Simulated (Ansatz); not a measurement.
Cost and result up the ladder for Sn₁₈H₂₈ (46 atoms). The state is a singlet with charge 0. Geometry: PBE-D4/def2-SVP.

```tsv
atom	x (Å)	y (Å)	z (Å)
Sn1	-1.4786	0.2741	-5.0223
Sn2	2.6123	-1.7835	-3.7503
Sn3	-2.0981	2.8130	-1.2747
Sn4	0.3935	1.4624	-1.1283
Sn5	-2.0823	2.4240	2.8942
Sn6	-2.8988	-0.2547	2.5141
Sn7	2.2130	2.3629	3.3345
Sn8	-1.3512	-2.6055	-1.4589
Sn9	1.2502	-1.9759	2.1574
Sn10	4.4211	0.3382	-0.0394
Sn11	-3.1200	2.2471	-3.8509
Sn12	0.1350	-0.7132	-2.9228
Sn13	4.5227	-1.9389	-1.6861
Sn14	-3.4369	-1.2976	-0.0676
Sn15	1.8617	0.5956	1.1441
Sn16	-0.1166	2.6134	4.8961
Sn17	-1.0085	-1.8756	3.8330
Sn18	0.4870	-3.8888	0.2358
H19	-2.4140	-0.9974	-5.7447
H20	-0.4911	0.9671	-6.2708
H21	3.2290	-0.7569	-5.0091
H22	2.3401	-3.3455	-4.4616
H23	-1.8569	4.5150	-1.0383
H24	-3.2556	2.2784	-0.1014
H25	1.5051	2.5913	-1.8736
H26	-1.2167	3.0402	1.5158
H27	-3.4584	3.4542	3.1297
H28	-4.4126	-0.3717	3.3763
H29	2.6492	3.9222	2.7029
H30	3.5818	1.7741	4.2312
H31	-2.1173	-3.7575	-2.5207
H32	2.6604	-2.4946	3.0426
H33	4.7665	1.7453	-0.9960
H34	5.6512	0.2392	1.1835
H35	-3.1512	3.6808	-4.8287
H36	-4.7503	1.6687	-3.7164
H37	6.1005	-2.1533	-2.3849
H38	4.1983	-3.3417	-0.7176
H39	-4.0797	-0.0700	-1.1207
H40	-4.7286	-2.4398	0.1765
H41	-0.2207	1.3546	6.0798
H42	-0.1540	4.1370	5.7259
H43	-0.6572	-1.2322	5.4070
H44	-1.6361	-3.4814	4.0517
H45	1.8214	-4.4722	-0.7097
H46	-0.2084	-5.2511	1.0635
```

Ansatz on 4 threads of AMD EPYC 7R13 on a shared host and a share (37 GiB) of an NVIDIA H100 80GB HBM3. Times are rough, and most runs start from the orbitals of an earlier one. No level here is sound enough to serve as a yardstick. Binding counts from free atoms at the same level (Sn triplet, H doublet; other spins of the atoms weren't run), without zero-point energy or a counterpoise term.

In the def2 sets Sn takes a core potential; there is no spin–orbit coupling. Correlated methods freeze 72 core orbitals; core or outer-core shells of Sn are correlated, in sets that lack core-valence functions. The rows differ in basis, and correlated rows in double-zeta sets carry the largest basis error. Single mean-field runs in def2-SVP, def2-TZVP are fitted with def2-universal-jkfit.

Correlated methods converge slowly with the basis, most of all in double-zeta sets.

| level | functions | wall time |
| --- | --- | --- |
| r2SCAN-D4/def2-SVP | 608 | 8 s |
| PBE-D4/def2-SVP (with forces) | 608 | 9.5 s |
| PBE-D4/def2-TZVP | 1068 | 12 s |
| PBE0-D4/def2-SVP | 608 | 15 s |
| PBE0-D4/def2-TZVP | 1068 | 20 s |
| MP2/def2-SVP | 608 | 24 s |

Task: Estimate what each level gives for the binding energy per atom (eV).

Result: 
```
                        level  binding energy per atom (eV)
           r2SCAN-D4/def2-SVP                          2.41
PBE-D4/def2-SVP (with forces)                          2.41
             PBE-D4/def2-TZVP                          2.42
             PBE0-D4/def2-SVP                          2.41
            PBE0-D4/def2-TZVP                          2.42
                 MP2/def2-SVP                          2.22
```
